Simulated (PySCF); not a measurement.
Stationary points of Li₂Te

All numbers come from PBE0/[Te def2-TZVP with ECP28, Li def2-TZVP], scalar-relativistic core potentials, density fitting, no spin–orbit coupling, PySCF.

Relaxations began from a few typed shapes. The search is not exhaustive: other isomers or separated fragments can lie lower, and high-lying points may rest on an excited occupation.

| spin | group | bonds | angles | imaginary modes (cm⁻¹) | ΔE (kJ/mol) | ΔE with ZPE (kJ/mol) |
| --- | --- | --- | --- | --- | --- | --- |
| singlet | C2v | Te–Li 2.425 Å (×2) | Li–Te–Li 99.9° | none | 0.0 | 0.0 |
| singlet | D∞h | Te–Li 2.382 Å (×2) | Li–Te–Li 180.0° | 55i, 55i | 12.8 | – |

The lowest minimum found is the singlet C2v: Te–Li 2.425 Å (×2); Li–Te–Li 99.9°.
